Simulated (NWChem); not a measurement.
System: CH5MgNO; SMILES [NH2][Mg][O]C

```xyz
9

Mg     0.0000     0.6731    -0.0007
O      0.0000    -1.1014    -0.0017
C      0.0000    -2.4716     0.0014
H      0.8054    -2.8942    -0.6340
H      0.1479    -2.8914     1.0177
H     -0.9533    -2.8937    -0.3777
N      0.0000     2.5594     0.0010
H     -0.8161     3.1638     0.0002
H      0.8163     3.1636     0.0002
```
Atoms are numbered in this order, from 1.

The geometry was optimised at PBE0/def2-SVP.

### Question
List the 4 lowest vertical singlet excitations from PBE/6-31+G* (spherical d), full TDDFT (NWChem).

### Answer
```csv
state,energy (eV),oscillator strength,leading excitation (squared amplitude)
S1,3.35,0.035,HOMO → LUMO (0.99)
S2,3.83,0.018,HOMO−1 → LUMO (1.00)
S3,3.85,0.032,HOMO−2 → LUMO (0.99)
S4,4.56,0.000,HOMO → LUMO+1 (1.00)
```
